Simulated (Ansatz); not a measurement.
Relaxation of C2H5BrOSi (10 atoms, charge 0, multiplicity 1), to a largest force component of 0.02 eV/Å in at most 50 steps.

The calculation used RHF/def2-SVP (Ansatz).

```xyz
10
Properties=species:S:1:pos:R:3:forces:R:3
Si -1.056 -1.000 1.119 -1.62 1.59 0.03
O -0.453 -0.371 -0.304 1.14 0.82 -0.12
C 0.570 0.513 -0.298 2.22 1.06 -0.79
C 1.233 1.019 -1.397 -4.35 -3.09 2.22
Br 0.642 0.615 -3.148 0.22 0.06 0.16
H -0.059 -1.654 1.881 1.06 -0.72 0.58
H -1.576 0.178 1.937 0.30 -0.60 -0.33
H -2.184 -1.865 0.799 -0.09 -0.28 -0.18
H 0.975 0.810 0.737 -0.74 -0.39 -1.83
H 1.992 1.703 -1.321 1.86 1.55 0.27
```

Question: Where does it end, and by what steps?

Answer: The run converged. After 7 steps the energy has fallen by 0.406 eV; H8 moved furthest, 0.19 Å.

```
step  energy less start (eV)  largest force component (eV/Å)  accepted
   0                  0.0000                           4.352       yes
   1                 -0.3328                           1.084       yes
   2                 -0.3742                           0.576       yes
   3                 -0.3793                           0.305       yes
   4                 -0.4031                           0.239       yes
   5                 -0.4062                           0.032       yes
   6                 -0.4063                           0.027       yes
   7                 -0.4063                           0.002       yes
```

```xyz
10
Properties=species:S:1:pos:R:3
Si -1.102 -0.973 1.140
O -0.345 -0.295 -0.178
C 0.669 0.564 -0.266
C 1.175 1.014 -1.399
Br 0.544 0.513 -3.097
H -0.125 -1.749 1.934
H -1.672 0.095 1.992
H -2.162 -1.845 0.613
H 1.103 0.914 0.667
H 1.998 1.711 -1.403
```

The run took 16 s on 2 threads of AMD EPYC 7R13 Processor (Zen 3) (shared host), peak memory 0.29 GiB.
